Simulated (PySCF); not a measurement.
C5H3NS2.
InChI=1S/C5H3NS2/c6-4-8-5-2-1-3-7-5/h1-3H

Method used: PySCF, TDDFT B3LYP/def2-SVPD, vertical, gas phase, core orbitals frozen in the response. The structure is a single GFN2-xTB conformer in the gas phase; no vibrational or solvent corrections. Torsions of this conformer, `[N:1]#[C:2][S:3][c:4]1[cH:5][cH:6][cH:7][s:8]1`: C2–S3–C4–C5 0°.

Computed states:

```
state  E (eV)       f
   S1    4.28  0.0000
   S2    4.91   0.199
   S3    5.28  0.0001
   S4    5.49  0.0000
   S5    5.62  0.0001
   S6    5.70   0.053
   S7    6.11   0.010
   S8    6.15  0.0003
```

Broadening: Gaussians 0.5 eV wide at half height, area fixed by f = 4.319×10⁻⁹ ∫ε dν̃. The width is an assumption, not a result. The curve ends short of the highest state used, and states not computed would add to its high-energy end.

(1) What does the envelope look like, and where are its maxima?

(2) Does any computed singlet lie in the visible range?

(3) On this curve, what absorbance would a 10⁻⁵ mol/L sample give at 280 nm over a 1 cm path?

Answers

(1) 
```csv
E (eV),ε (L mol⁻¹ cm⁻¹)
3.53,0
3.61,0
3.70,0
3.79,0
3.88,0
3.97,1
4.05,3
4.14,15
4.23,63
4.32,222
4.41,660
4.49,1496
4.58,3172
4.67,5619
4.76,8318
4.85,10290
4.93,10694
5.02,9435
5.11,6993
5.20,4440
5.28,2776
5.37,1878
5.46,1864
5.55,2324
```

Maxima: 252 nm (4.91 eV), ε about 11000, made up of S2 (100%) (ε in L mol⁻¹ cm⁻¹; maxima over ε = 5, shares over 10%). At its high-energy end, 5.55 eV, the curve is still rising (ε about 2300, from S6).

(2) No computed singlet lies in the visible range (380 to 750 nm); the lowest, at 290 nm, stands 1.01 eV above its violet end (3.26 eV).

(3) 280 nm is 4.428 eV, where ε is about 800 L mol⁻¹ cm⁻¹, so A = ε c l ≈ 0.008 (Beer–Lambert, with the gas-phase spectrum and the assumed width).
